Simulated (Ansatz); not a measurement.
Input for Ansatz (a program for electronic structure): R-wB97X-V/def2-TZVPP on CH5NOSn (SMILES C[O][Sn][NH2]), a point of a torsion scan. Elements past Kr take the def2 small-core potentials; no spin–orbit coupling.

Ansatz 0.2 input:
```yaml
crystal:
  periodic: [false, false, false]
  atoms:
    - {symbol: C, position_ang: [-1.84415878, -0.21445317, 0.20479861]}
    - {symbol: O, position_ang: [-0.44988650, -0.17323789, 0.15565089]}
    - {symbol: Sn, position_ang: [1.12265075, 0.81758666, 1.05437667]}
    - {symbol: N, position_ang: [2.45671938, -0.22100054, -0.08187712]}
    - {symbol: H, position_ang: [-2.27178102, 0.48323262, 0.93246986]}
    - {symbol: H, position_ang: [-2.16758699, -1.22589907, 0.46877652]}
    - {symbol: H, position_ang: [-2.24852781, 0.02934986, -0.78227983]}
    - {symbol: H, position_ang: [2.14066925, -0.90743056, -0.75524701]}
    - {symbol: H, position_ang: [3.46636083, -0.18596346, -0.11133461]}
basis:
  gaussian:
    orbitals: def2-TZVPP
hamiltonian:
  xc: {name: wB97X-V}
scf: {lower_state_search: off}
```

It printed:

```
WARN ansatz: RAYON_NUM_THREADS=1 ignored (pool sized by the plan → 1); use --threads N
Functional definition: wB97X-V
these checks for a lower state are left out or cut short: stability, starts, cluster_reference, orbital_swaps, neighbouring_geometries, increment
integrals: 0.16 GiB planned
1213 factors; their error is unknown
integrals: 0.19 GiB planned
285 factors; integrals over basis functions are off by at most 1.6e-5 eV
mean field: 1.32 GiB planned
mean field evaluation 1: about -10477.5145 eV, gradient 7.2e1 eV
mean field evaluation 2: about -10468.8791 eV, gradient 9.9e1 eV
mean field evaluation 4: about -10487.5256 eV, gradient 5.7e0 eV
mean field evaluation 8: about -10487.6409 eV, gradient 4.0e-1 eV
mean field evaluation 16: about -10487.6411 eV, gradient 3.7e-5 eV
mean field -10487.64110740 eV, -385.4137019183 hartree, gradient 8.3e-6 eV, S^2 0.000000; 0 other end points of the search recorded, 0 dependent functions left out
reference -10487.64110517 eV, -385.4137018365 hartree; 24, 24 occupied and 189, 189 virtual orbitals, 1213 factors
Total energy: -10487.64110517 eV, -385.4137018365 hartree
Checks for a lower state left out: stability, starts, cluster_reference, orbital_swaps, neighbouring_geometries, increment
```

The run converged.

Cost: around 5 core-seconds (rough).
